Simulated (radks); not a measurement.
Results of a calculation; reference values are marked as such.
Task: The mean radii <r> (bohr) of the occupied orbitals of an atom or ion are listed with their occupations. Level of theory: non-relativistic Kohn-Sham, PBE, spin-polarised, spherical densities, point nucleus (a radial shooting solver on a logarithmic mesh with Libxc functionals).

| orbital | occ. | <r> |
|---|---|---|
| 1s | 2 | 0.02435 |

Name the element and its charge. Open shells, if any, are filled with parallel spins first.

Result: Z = 62, samarium, charge +60: Sm60+ in [He]. The 1s radius gives Z: for a bare nucleus <r> = 1.5/Z, 0.02419 bohr for Z = 62, and screening makes it slightly larger (0.02435 here). The occupations add up to 2, and the charge is Z minus that.
